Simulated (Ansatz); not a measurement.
Gas-phase electronic energies from Ansatz, PBE0-D4/def2-TZVP geometries. CBS: MP2 limit from def2 TZ/QZ plus the TZ coupled-cluster correction, frozen cores. This one scheme is used for every species. Functionals use def2-TZVPP. Elements past krypton have def2 core potentials. For Sn outer-core shells are correlated without core-valence functions, which leaves a few kJ/mol of doubt a bond. Each species was taken in one conformer, which may not be the lowest.

Reaction (redistribution): `[AlH2][O][SnH2][SiH3]` + `BC` → `[BH2][SnH2][SiH3]` + `C[O][AlH2]`

```tsv
level	ΔE (kJ/mol)
LDA (SPW92)	129.4
r2SCAN0-D4	142.7
CAM-B3LYP-D4	145.4
BHLYP	141.8
```

Task: What does CCSD(T)/CBS give? (An estimate is asked.)

Result: Ansatz gave: +146.9 kJ/mol. The listed levels differ from it by -17.5, -4.2, -1.5, -5.1 kJ/mol.

Largest T1 diagnostic among the species: 0.014.

Leaving LDA and LC-ωPBE aside and taking each functional with its dispersion term where it has one, the values, not all of them listed here, spread over 21.9 kJ/mol, from revPBE-D4 to B97M-V. LDA lies −3.4 kJ/mol from PBE without D4. From r2SCAN to r2SCAN0 (25 % exact exchange), in def2-TZVPP and without D4, ΔE moves by −3.2 kJ/mol.
